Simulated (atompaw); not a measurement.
## What one change does to a pseudopotential (hydrogen, PAW (atompaw))

hydrogen, PAW, made with atompaw 4.2.0.5 (PBEsol, scalar-relativistic). Core none, reference 1s1. Waves: 1s (bound): rc 1.05 bohr; 1s channel at 2.05 Ry: rc 1.05 bohr; 2p channel at 0.2 Ry: rc 0.80 bohr. Local part: vpsmatchnc scheme with l = 2 at 0 Ry, radius 0.95 bohr. Core correction: none. Augmentation charge: gaussian compensation charge, radius 0.90 bohr; PAW radius 1.05 bohr; waves and projectors: custom rrkj vanderbiltortho.

All-electron outer shells of the reference configuration (PBEsol, scalar-relativistic, ld1.x):

| shell | level (eV) | outermost node (bohr) | outermost maximum (bohr) |
| --- | --- | --- | --- |
| 1s | -6.33 | – | 1.05 |

Change: wave 1s (bound): rc 1.05 bohr becomes 1s (bound): rc 0.62 bohr.

Cutoffs: the cutoffs (Ry, on a coarse ladder) from which the occupation-weighted sum of valence levels, in a spherical-Bessel basis at the reference potential, stays within 10 and 1 mRy of its value at 400 Ry; they do not see the model core or the augmentation charge, which bear on the density cutoff.

Question: What does the change do?

Answer: The potential gets harder (18 Ry and 35 Ry → 40 Ry and 70 Ry); neither file shows a bound ghost.

| quantity | base | changed |
| --- | --- | --- |
| cutoff, loose | 18 Ry | 40 Ry |
| cutoff, tight | 35 Ry | 70 Ry |
| bound ghosts | none | none |
| s: phases at 1.05 bohr within 0.05 rad from the reference energy up to (Ry; the scan ends near 5) | to the end of the scan | to the end of the scan |
| p: phases at 1.05 bohr within 0.05 rad from the reference energy up to (Ry; the scan ends near 5) | to the end of the scan | to the end of the scan |
| lowest overlap eigenvalue by channel | s 0.99, p 0.58 | s 0.83, p 0.58 |

 The cutoffs see the waves, projectors and local potential, not the compensation charge or the core.
